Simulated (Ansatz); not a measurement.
## K⁺ ··· Al2H4O5

The pair of K⁺ (SMILES [K+], atom 1) and Al2H4O5 (SMILES O[Al](O)O[Al](O)O, atoms 2–12), both closed shells, in one local arrangement (a lower one may exist), relaxed at PBE0-D4/def2-TZVP:

```
12
angstrom
K -0.0418 0.9337 -4.1721
O -1.2334 -1.4727 0.7511
Al -0.1740 -0.5936 1.7524
O -0.0580 -0.8562 3.3928
O 0.6811 0.5282 0.8023
Al 0.5212 0.7455 -0.8428
O 1.2865 1.8063 -1.9351
O -0.5496 -0.1483 -1.8334
H -1.8132 -2.1596 1.0812
H 0.4951 -0.4269 4.0413
H 1.9524 2.4493 -1.6911
H -1.0663 -0.8056 -1.3467
```

Computed with Ansatz 0.2.0 (basis: def2-TZVPPD, with def2-QZVPPD for the basis limit); correlated methods freeze the cores. The outer core shell of Li, Na, Mg and K is correlated. The def2 sets are not built for correlating such inner shells, so the correlated values are less sure here. B3LYP uses VWN-RPA correlation. Extrapolation: Hartree–Fock as exp(−7.88 √X), correlation as X^−2.97. Interaction energies count from these two fragments, frozen as in the pair, with the counterpoise correction; negative means bound.

Problem. What is the interaction energy by CCSD(T) at an estimated basis limit (MP2 extrapolated from triple and quadruple zeta, plus CCSD(T) − MP2 in triple zeta)? (Judge from chemistry; the value comes from the calculation.)

Solution. Computed: -151.4 kJ/mol. Hartree–Fock alone gives -147.9 kJ/mol at the basis limit. It counts from the two fragments frozen as in the pair.

The same quantity by other methods in triple zeta, and each one's difference from that estimate:
| method | E_int (kJ/mol) | difference |
| --- | --- | --- |
| PBE-D4 | -145.7 | 5.8 |
| revPBE-D4 | -137.9 | 13.5 |
| BLYP-D4 | -144.9 | 6.6 |
| r2SCAN-D4 | -148.7 | 2.8 |
| B97M-V | -148.5 | 3.0 |
| PBE0-D4 | -150.3 | 1.1 |
| B3LYP-D4 | -150.8 | 0.6 |
| HSE06-D4 | -150.2 | 1.3 |
| wB97X-V | -151.2 | 0.3 |
| wB97M-V | -151.3 | 0.1 |
| B2PLYP | -146.0 | 5.5 |
| HF | -146.8 | 4.6 |
| MP2 | -144.9 | 6.5 |
| CCSD | -145.5 | 5.9 |
| CCSD(T) | -144.5 | 6.9 |
Differences are method less estimate.

Problem. Which atoms make the shortest contact between the fragments?

Solution. K1 and O8, 2.63 Å apart.

Energy to bend the free fragments (PBE0-D4 minima) into their shapes in the pair, CCSD(T)/def2-TZVPPD: Al2H4O5 19.1 kJ/mol. This must be added to the interaction energy to get the binding energy from relaxed fragments.

Basis-set superposition shift (counterpoise-corrected less uncorrected): CCSD(T) 7.8; MP2 7.1; HF 0.7; PBE0-D4 1.3; wB97M-V 1.1 kJ/mol.

The T1 diagnostic stays at or below 0.014.

For scale, one of the runs: CCSD(T)/def2-TZVPPD, 400 basis functions, launched by `ansatz run in.yaml --threads 2 --pin off --events-out ev --progress --plain --max-ram 32768MiB --backend cuda --devices 0, --max-vram 18GiB`. Time: 25 s of wall clock on 2 CPU threads and a share of one NVIDIA H100; the host was shared. Peak host memory: 1.9 GiB.
